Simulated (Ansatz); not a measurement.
Species: AlH3 (charge +1, doublet). 
Geometry from a B3LYP-D3(BJ)/def2-TZVP (Ansatz, a program for electronic structure) optimisation:
```
Al
H 1 1.5437
H 1 1.6724 2 146.81
H 1 1.6724 2 146.81 3 -180.00
```
Charge +1, spin multiplicity 2.

Basis-set convergence of Hartree-Fock and CCSD(T) correlation energies (hartree) with Ansatz. Cores are frozen in the correlated levels unless marked. Open shells are spin-unrestricted. No spin-orbit coupling. Non-relativistic.

```tsv
basis	functions	E(HF)	E(corr, CCSD(T))
aug-cc-pV(D+d)Z	59	-243.27766	-0.08272
aug-cc-pV(T+d)Z	124	-243.28725	-0.09277
aug-cc-pV(Q+d)Z	227	-243.28952	-0.09556
```

Extrapolating the two largest sets (X = 3 and 4) as X^-3: E(corr) = (64·(-0.09556) - 27·(-0.09277))/37 = -0.0976 Eh, an estimate of the basis-set limit. The largest set recovers 97.9 % of it, the smallest 84.8 %.
